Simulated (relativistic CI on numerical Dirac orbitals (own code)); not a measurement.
**Slater and spin-orbit integrals, Pt XVII**

Calculated at this level of theory: Dirac-Coulomb-Breit CI, separate exchange-only KLI orbitals for each configuration, model QED (radiative potential, 1s self-energy scaled to tabulated hydrogen-like ionisation energies), unscaled Slater integrals (own radial code, finite nucleus).

Slater integrals F^k, G^k are unscaled and averaged over j, outside the closed core [Kr] 4d10; ζ comes from projecting the Hamiltonian with its Breit term on Σ l·s of the shell.

- 4f¹⁴5s5p: G^1(5s,5p) = 146680, ζ(5p) = 112690 cm⁻¹; <r>(5s) = 0.8672, <r^2>(5s) = 0.8371, <r>(5p) = 0.9434, <r^2>(5p) = 0.9931 (bohr units).
- 4f¹³5s²5p: ζ(4f) = 7797.1, F^2(4f,5p) = 85534, G^2(4f,5p) = 30823, G^4(4f,5p) = 27247, ζ(5p) = 115930 cm⁻¹; <r>(4f) = 0.4837, <r^2>(4f) = 0.2769, <r>(5p) = 0.9377, <r^2>(5p) = 0.9812 (bohr units).
- 4f¹⁴5s5d: G^2(5s,5d) = 92741, ζ(5d) = 11621 cm⁻¹; <r>(5s) = 0.8667, <r^2>(5s) = 0.8362, <r>(5d) = 1.068, <r^2>(5d) = 1.279 (bohr units).

In this model ζ of a weakly bound d, f or g electron outside closed shells comes out too small, for d by up to a factor of two or three and at times with the wrong sign; that of an outer p electron is too small as well.

Averages of the first 10 configurations, taken without configuration mixing, which lowers the lowest level and can move excited configurations by several eV; other configurations of the list can lie among them:

```
Configuration  Parity  States  Average energy above the lowest level (eV)
      4f¹⁴5s²    even       1                                         1.1
     4f¹⁴5s5p     odd      12                                        51.9
    4f¹³5s²5p    even      84                                        51.9
     4f¹⁴5s5d    even      20                                       124.6
     4f¹⁴5s5f     odd      28                                       197.6
    4f¹³5s²5d     odd     140                                       127.1
     4f¹⁴5p5d     odd      60                                       178.4
     4f¹⁴5s5g    even      36                                       250.4
      4f¹⁴5p²    even      15                                       107.7
      4f¹³5p³    even     280                                       163.9
```
